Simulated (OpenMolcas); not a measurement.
Lines of neutral manganese: computed and rescaled rates

```json
{
 "Program": "OpenMolcas 26.06",
 "Method": "SS-CASPT2, IPEA 0.25 Eh, imaginary shift 0.1 Eh (closed shells correlated: 3s 3p)",
 "Basis": "ANO-RCC-VQZP [7s6p4d3f2g1h]",
 "Scalar Hamiltonian": "DKH2, point nucleus",
 "Active space": "7 electrons in 11 orbitals (3d 4s 4d)",
 "State averaging": "2S+1 = 6 even, 6 roots; 2S+1 = 4 even, 5 roots kept (CI in the orbitals of an earlier block, 0 in the spin-orbit step)",
 "Spin-orbit coupling": "state interaction with AMFI integrals over the reference wave functions, term energies averaged over their components"
}
```

Rates come from the transition moments of the reference wave functions (E1 and E2 in the length form). At fixed line strength A goes as λ^-3 for E1 and M1 and as λ^-5 for E2, so a rate at the computed wavelength can be rescaled to the measured one. Measured vacuum wavelengths follow from level energies in NIST Handbook of Basic Atomic Spectroscopic Data. Branching counts decays inside the model space alone, at computed energies, and the table is only a selection of the E2 lines, drawn from those between levels with measured partners whose computed energy lies within a factor of 1.5 of the measured one.

```csv
Upper,Lower,Type,λ computed (nm),λ measured (nm),A computed (s-1),A rescaled (s-1),Branching %
3d⁶ 4s ⁶D_1/2,3d⁵ 4s² ⁶S_5/2,E2,520.5,567,1.01e+00,6.58e-01,100.0
3d⁶ 4s ⁶D_3/2,3d⁵ 4s² ⁶S_5/2,E2,522.5,569.2,9.91e-01,6.46e-01,100.0
3d⁶ 4s ⁶D_5/2,3d⁵ 4s² ⁶S_5/2,E2,525.9,573,9.59e-01,6.25e-01,100.0
3d⁶ 4s ⁶D_7/2,3d⁵ 4s² ⁶S_5/2,E2,530.8,578.6,9.15e-01,5.95e-01,100.0
3d⁶ 4s ⁶D_9/2,3d⁵ 4s² ⁶S_5/2,E2,537.2,586.4,8.62e-01,5.56e-01,100.0
```

The largest correction is for 3d⁶ 4s ⁶D_9/2 → 3d⁵ 4s² ⁶S_5/2 (E2): 8.62e-01 × (537.2 / 586.4)^5 = 5.56e-01 s-1, a factor of 0.65.

The computed rate and branching of 3d⁶ 4s ⁶D_9/2 → 3d⁵ 4s² ⁶S_5/2 give the upper level a radiative lifetime of 1.000 / 8.62e-01 s-1 = 1.16e+00 s, counting decays inside the model space alone. The rescaled rate gives about 1.8e+00 s.

No measured rate stands beside these. Rescaling mends the energy factor alone: line strengths can still be far off where a level mixes with configurations outside the active space, and weak or spin-changing lines hang on small mixing coefficients that depend on the term gaps too, so rescaling need not improve them.

CASPT2 does not keep the components of a term degenerate, so their means are used; among the terms shown or strongly mixed into the levels shown the widest spread is 14 cm-1 (3d⁶ 4s ⁶D). Some high roots are left out of the spin-orbit mixing, which shifts the levels that they would mix with. Active for correlation alone: 4d; no level in the range computed is led by a configuration that fills it, so any true level of that kind is missing. Measured partners are found by configuration, term and J. A level has none where our copy of the source lacks it or the pairing is in doubt (some pairs that miss far off the trend of their configuration count as doubtful). Only configurations of the active space appear.
